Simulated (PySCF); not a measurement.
C5H8BFO2.
SMILES with atom numbers: `[CH2:1]=[CH:2][C@@H:3]1[CH2:4][O:5][BH:6][O:7][C@@H:8]1[F:9]` (hydrogens: H10, H11 on C1; H12 on C2; H13 on C3; H14, H15 on C4; H16 on B6; H17 on C8)

The closed-shell ground state was solved at several levels (PySCF, density fitting, gas phase, non-relativistic). Isolated species at its PBE0-D3(BJ)/def2-SVP geometry (one conformer only).

```json
{"level": "mPW1PW91/pcSseg-1", "basis functions": "193", "HOMO (eV)": "-7.93", "LUMO (eV)": "-0.34", "gap (eV)": "7.59", "dipole (D)": "2.90"}
{"level": "PBE0/def2-SVPD", "basis functions": "253", "HOMO (eV)": "-7.93", "LUMO (eV)": "-0.40", "gap (eV)": "7.53", "dipole (D)": "2.80"}
{"level": "B3LYP/pcJ-1", "basis functions": "323", "HOMO (eV)": "-7.66", "LUMO (eV)": "-0.54", "gap (eV)": "7.12", "dipole (D)": "2.90"}
```

Task: Estimate the row for PBE0/pcSseg-1, a basis of 193 functions; the other rows only guide the guess.

Result: HOMO -7.90 eV, LUMO -0.32 eV, gap 7.58 eV, dipole 2.89 D.

Task: How far do the dipole and the HOMO energy spread over the levels?

Result: The dipole runs from 2.80 to 2.90 D (mean 2.87 D) and the HOMO from -7.93 to -7.66 eV.
